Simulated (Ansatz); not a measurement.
System: CuOH, charge 1, multiplicity 2. SMILES of the parent species: [OH][Cu]

Atoms: Cu1, O2, H3. Bonds: Cu1-O2, O2-H3.

Bond lengths (Å) and angles (degrees) optimised at HF/3-21G with Ansatz (an electronic-structure program); HF/6-31G* with LANL2DZ past Ar with Ansatz; PBE/6-31G* with LANL2DZ past Ar with Ansatz; B3LYP/LANL2DZ with Ansatz; B3LYP/6-31G* with LANL2DZ past Ar with Ansatz; MP2/6-31G* with LANL2DZ past Ar with Ansatz, each started from the B3LYP-D3(BJ)/def2-TZVP structure (Ansatz) of the last column. A row stands for all coordinates that are equal there. 6-31G* holds six Cartesian d functions. No wavenumbers were computed at PBE/6-31G* with LANL2DZ past Ar, B3LYP/LANL2DZ, MP2/6-31G* with LANL2DZ past Ar, so these may be saddle points.

```csv
coordinate,HF/3-21G,HF/6-31G* with LANL2DZ past Ar,PBE/6-31G* with LANL2DZ past Ar,B3LYP/LANL2DZ,B3LYP/6-31G* with LANL2DZ past Ar,MP2/6-31G* with LANL2DZ past Ar,B3LYP-D3(BJ)/def2-TZVP
Cu1-O2,1.671,2.124,1.815,1.847,1.842,2.029,1.812
O2-H3,0.955,0.964,0.994,0.993,0.986,0.987,0.980
Cu1-O2-H3,152.5,138.0,118.8,142.6,123.0,128.6,124.1
```

Mean signed difference of all 2 bond lengths from B3LYP-D3(BJ)/def2-TZVP: HF/3-21G -0.083 Å, HF/6-31G* with LANL2DZ past Ar 0.148 Å, PBE/6-31G* with LANL2DZ past Ar 0.009 Å, B3LYP/LANL2DZ 0.024 Å, B3LYP/6-31G* with LANL2DZ past Ar 0.018 Å, MP2/6-31G* with LANL2DZ past Ar 0.112 Å.
